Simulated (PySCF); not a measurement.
**How good is the calculation?**

Geometry:
| atom | x (Å) | y (Å) | z (Å) |
| --- | --- | --- | --- |
| C1 | 2.183 | -0.198 | -0.294 |
| C2 | 0.702 | -0.058 | -0.112 |
| C3 | -0.140 | -1.157 | -0.257 |
| C4 | -1.507 | -1.039 | -0.061 |
| C5 | -2.059 | 0.186 | 0.283 |
| C6 | -1.232 | 1.290 | 0.427 |
| C7 | 0.135 | 1.167 | 0.229 |
| H8 | 2.659 | -0.537 | 0.631 |
| H9 | 2.421 | -0.929 | -1.069 |
| H10 | 2.641 | 0.753 | -0.570 |
| H11 | 0.283 | -2.119 | -0.529 |
| H12 | -2.145 | -1.908 | -0.182 |
| H13 | -3.128 | 0.281 | 0.435 |
| H14 | -1.653 | 2.253 | 0.691 |
| H15 | 0.775 | 2.036 | 0.339 |

Published estimates (parent shift plus substituent increments) and measurements: δ $^{13}$C C2 137.4; C3/C7 129.2; C4/C6 128.4; C5 125.6 ppm (estimated from measurements, as parent shift plus tabulated substituent increment; solution, CCl4; Levy, Lichter, Nelson pp. 111-112; Breitmaier, Voelter pp. 256-258, as tabulated by Wired Chemist).
δ $^{13}$C C1 21.4; δ $^{1}$H H8/H9/H10 2.35 ppm (measured; solution, not stated per compound (mostly CDCl3 or CCl4); Pretsch, Buehlmann, Badertscher, Structure Determination of Organic Compounds, 4th ed. (2009)).
δ $^{1}$H H12/H14 7.26; H11/H15 7.18; H13 7.17; H8/H9/H10 2.34 ppm (measured; solution, not stated in the table (CDCl3 in this author's series); The use of chemical shift calculations in the conformational analysis of substituted benzenes, New J. Chem. 2019 (ESI)).
δ $^{13}$C C2 137.9; C3/C7 129.1; C4/C6 128.3; C5 125.3; C1 21.5; δ $^{1}$H H12/H14 7.25; H8/H9/H10 2.36 ppm (measured; solution, CDCl3, 298 K; Fulmer et al., Organometallics 2010, 29, 2176).

Computed data (PySCF): geometry from PBE0-D3(BJ)/def2-TZVP, σ from GIAO-B97-2/pcSseg-2. Non-relativistic Hamiltonian, one conformer, no solvent model, averaged over atoms made equivalent by symmetry, fast rotation or ring inversion.

Q: What does the calculation give, and how does it compare?

A: 
Reference values: estimated from measurements, as parent shift plus tabulated substituent increment (solution, CCl4; Levy, Lichter, Nelson pp. 111-112; Breitmaier, Voelter pp. 256-258, as tabulated by Wired Chemist).
```
atoms    quantity  reference  computed  computed, scaled
   C2  δ $^{13}$C      137.4     146.0             138.9
C3/C7  δ $^{13}$C      129.2     135.7             129.0
C4/C6  δ $^{13}$C      128.4     135.1             128.3
   C5  δ $^{13}$C      125.6     131.8             125.2
```

Reference values: measured (solution, not stated per compound (mostly CDCl3 or CCl4); Pretsch, Buehlmann, Badertscher, Structure Determination of Organic Compounds, 4th ed. (2009)).
```json
{"atoms": "C1", "quantity": "δ $^{13}$C", "reference": "21.4", "computed": "24.5", "computed, scaled": "21.5"}
{"atoms": "H8/H9/H10", "quantity": "δ $^{1}$H", "reference": "2.35", "computed": "2.45", "computed, scaled": "2.44"}
```

Reference values: measured (solution, not stated in the table (CDCl3 in this author's series); The use of chemical shift calculations in the conformational analysis of substituted benzenes, New J. Chem. 2019 (ESI)).
```tsv
atoms	quantity	reference	computed	computed, scaled
H12/H14	δ $^{1}$H	7.26	7.53	7.22
H11/H15	δ $^{1}$H	7.18	7.47	7.17
H13	δ $^{1}$H	7.17	7.42	7.11
H8/H9/H10	δ $^{1}$H	2.34	2.45	2.44
```

Reference values: measured (solution, CDCl3, 298 K; Fulmer et al., Organometallics 2010, 29, 2176).
```tsv
atoms	quantity	reference	computed	computed, scaled
C2	δ $^{13}$C	137.9	146.0	138.9
C3/C7	δ $^{13}$C	129.1	135.7	129.0
C4/C6	δ $^{13}$C	128.3	135.1	128.3
C5	δ $^{13}$C	125.3	131.8	125.2
C1	δ $^{13}$C	21.5	24.5	21.5
H12/H14	δ $^{1}$H	7.25	7.53	7.22
H8/H9/H10	δ $^{1}$H	2.36	2.45	2.44
```

Computed shifts are σ(ref) − σ with the named reference compound (TMS for H and C) calculated as an isolated molecule at the same level. The measured values may be among those fitted. Scaled to experiment by linear calibration (H and C: mostly CDCl3 data, vs TMS): $^{1}$H (scatter 0.14 ppm rms, 0.16 ppm with the 5 outliers that the fit left out); $^{13}$C (scatter 2.0 ppm rms, 2.1 ppm with the 3 outliers that the fit left out). Occasional misses reach two or three times the rms, and more in compound classes unlike the fitted ones.

Q: How far are the unscaled $^{13}$C shifts from the references?

A: Mean signed difference +6.21 ppm, mean absolute 6.21 ppm over 10 comparisons; the largest is +8.6 ppm at C2 (substituted aromatic carbon).

Q: How far are the unscaled $^{1}$H shifts from the references?

A: Mean signed difference +0.20 ppm, mean absolute 0.20 ppm over 7 comparisons; the largest is +0.29 ppm at H11/H15 (hydrogen on an aromatic CH).

17 of the 96 published NMR values on file for this molecule are compared. The rest: values from further sources or solvents, protons in aromatic solvents, values whose atom or origin is in doubt.
